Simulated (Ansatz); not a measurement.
Reaction: H3BO3 (boric acid, SMILES OB(O)O) → H2BO3 (SMILES [O]B(O)O, doublet) + H (doublet) (the H-O bond breaks)
Each species at its own B3LYP-D3(BJ)/def2-TZVP minimum (Ansatz, a program for electronic structure), one conformer.

Total energies in hartree (Ansatz). Open shells are spin-unrestricted; no spin-orbit coupling. Cores are frozen in correlated methods. No relativity. Where a partner has so few electrons that a lower coupled-cluster level is exact, that level stands in.

| species | HF/cc-pVTZ | CCSD(T)/cc-pVTZ | HF/cc-pVQZ | CCSD(T)/cc-pVQZ | CCSD(T)/cc-pVDZ | CCSDT(Q)/cc-pVDZ |
|---|---|---|---|---|---|---|
| 1: H3BO3 (SMILES OB(O)O) | -251.29344 | -252.14966 | -251.31385 | -252.23139 | -251.87753 | -251.87977 |
| 2: H2BO3 (SMILES OB(O)[O], doublet) | -250.65307 | -251.45287 | -250.67275 | -251.53133 | -251.19231 | -251.19450 |
| 3: H (doublet) | -0.49981 | -0.49981 | -0.49995 | -0.49995 | -0.49928 | -0.49928 |

**Question.** Work out the bond dissociation energy (electronic) in kcal/mol: take Hartree-Fock from cc-pVQZ, extrapolate the CCSD(T) correlation energy as X^-3 (X = 3, 4), and add CCSDT(Q) - CCSD(T) in cc-pVDZ. 1 hartree = 627.51 kcal/mol.

**Answer.** 
Species 1: correlation (64·(-0.91754) - 27·(-0.85622))/37 = -0.96229; step -0.00224; E1 = -251.31385 + (-0.96229) + (-0.00224) = -252.27838
Species 2: correlation (64·(-0.85858) - 27·(-0.79980))/37 = -0.90147; step -0.00219; E2 = -250.67275 + (-0.90147) + (-0.00219) = -251.57641
Species 3: correlation (64·(0.00000) - 27·(0.00000))/37 = 0.00000; step +0.00000; E3 = -0.49995 + (0.00000) + (+0.00000) = -0.49995
-1·E1 +1·E2 +1·E3 = 0.20202 hartree = 126.8 kcal/mol.
